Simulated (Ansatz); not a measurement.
Born–Oppenheimer molecular dynamics of CH5FGe (8 atoms, charge 0, multiplicity 1). It goes on from the last frame of an earlier run, with new velocities.

Method: RKS PBE0-D4/def2-SVP in Ansatz.

* ensemble: NVT, Langevin thermostat
* time step: 1 fs
* steps asked: 100
* set temperature: 300 K
* friction: 0.001 /fs
* seed: 202197

First frame:

```xyz
8
Properties=species:S:1:pos:R:3
Ge -0.103 0.002 -0.021
H -0.276 -0.174 1.453
F 1.596 0.122 -0.280
C -0.886 1.673 -0.651
H -2.043 1.608 -0.479
H -0.396 2.560 -0.165
H -0.722 1.795 -1.699
H -0.637 -1.230 -0.756
```

**Question.** How far do the bonds stretch over the last three quarters of this one trajectory? (Pairs bonded in most of those frames.)

**Answer.** 
```
  bond  mean (Å)  spread (Å)  shortest  longest
Ge1–H2     1.542       0.037      1.49     1.59
Ge1–F3     1.749       0.023      1.71     1.78
Ge1–C4     1.949       0.030      1.90     1.99
Ge1–H8     1.540       0.010      1.52     1.56
 C4–H5     1.101       0.029      1.06     1.15
 C4–H6     1.109       0.047      1.03     1.18
 C4–H7     1.110       0.055      1.02     1.20
```

Mean temperature of the second half: 274 K. A run of 0.1 ps of so small a system gives no equilibrium averages.

Run time: 2.7 min on 2 threads of Arm Neoverse V1, with other jobs on the host, peak memory 0.17 GiB.
